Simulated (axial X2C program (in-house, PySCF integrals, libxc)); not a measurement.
## Potential curves of TeCl⁻, spin-free

All values were computed with an in-house relativistic program for diatomic molecules. Spin-free means the one-electron spin-free X2C Hamiltonian. Basis: Te dyall-acv3z [12s13p9d5f1g], Cl dyall-av3z [9s8p3d2f] (cores contracted in-house); Gaussian nuclei, density fitting, unrestricted open shells. Masses: Te 129.906 u, Cl 34.969 u.

State: M_S = 0, Λ = 0 (closed shell). Energies in eV from the fragments at the same level (Te + Cl-). Fits are polynomials in 1 − R0/R over 0.85 to 1.23 times the lowest point R0.

```
 R (Å)       HF     PBE0      MP2      PBE
2.1454   0.2039  -1.0286  -0.8296  -1.0712
2.2441  -0.2586  -1.4492  -1.2716  -1.5192
2.3180  -0.4486  -1.6154  -1.4475  -1.7066
2.3920  -0.5425  -1.6901  -1.5277  -1.8023
2.4660  -0.5655  -1.6974  -1.5369  -1.8304
2.5523  -0.5288  -1.6452  -1.4832  -1.8017
2.6386  -0.4456  -1.5483  -1.3817  -1.7273
2.7496  -0.2970  -1.3839  -1.2072  -1.5901
2.8852  -0.0850  -1.1528  -0.9598  -1.3895
3.0825   0.2316  -0.8077  -0.5850  -1.0834
```

Correlated methods: 14 electrons correlated (number of frozen shells: Te 4 s, 3 p, 2 d; Cl 2 s, 1 p), 276 virtual spin orbitals or spinors in MP2.

The state is one determinant whose occupation by symmetry is held fixed; it was picked as the lowest of a PBE0 search that is not exhaustive. Closed shells are restricted here (equal orbitals for both partners); the stretched side of such a curve lies too high. De is counted from the lowest determinant-based energies of the atoms at the same level, without counterpoise correction. The highest occupied level of some functionals is positive through self-interaction error; at Hartree–Fock it is bound. With the outer-core shells frozen, correlated bond lengths of heavy atoms tend to come out a few hundredths of an ångström too long. Spin–orbit coupling changes these values markedly for this molecule (Re by over 0.02 Å or De by over 0.25 eV), so the spin-free numbers are a model. Spin-free De lacks the spin–orbit lowering of the heavy p-block atom, a tenth of an eV or more for 4p and 5p, up to an eV for 6p and one to two eV for 7p atoms, less what an open-shell molecule gains itself. Hartree–Fock gets electron affinities wrong, so its lowest charge split need not be the true one. MP2 and coupled cluster on one determinant become unreliable at the stretched end.

Question: Fit the HF curve near its minimum: give the equilibrium distance, the harmonic wavenumber and the well depth.

Answer: At HF, spin-free: Re = 2.458 Å, ωe ≈ 308 cm⁻¹, De = 0.57 eV to Te + Cl-; Be follows as 0.101 cm⁻¹.

Question: Fit the PBE0 curve near its minimum: give the equilibrium distance, the harmonic wavenumber and the well depth.

Answer: At PBE0, spin-free: Re = 2.438 Å, ωe ≈ 315 cm⁻¹, De = 1.70 eV to Te + Cl-; Be follows as 0.103 cm⁻¹.

Question: Fit the MP2 curve near its minimum: give the equilibrium distance, the harmonic wavenumber and the well depth.

Answer: At MP2, spin-free: Re = 2.440 Å, ωe ≈ 323 cm⁻¹, De = 1.54 eV to Te + Cl-; Be follows as 0.103 cm⁻¹.

Question: What are Re, ωe and De at the PBE level?

Answer: At PBE, spin-free: Re = 2.467 Å, ωe ≈ 297 cm⁻¹, De = 1.83 eV to Te + Cl-; Be follows as 0.101 cm⁻¹.
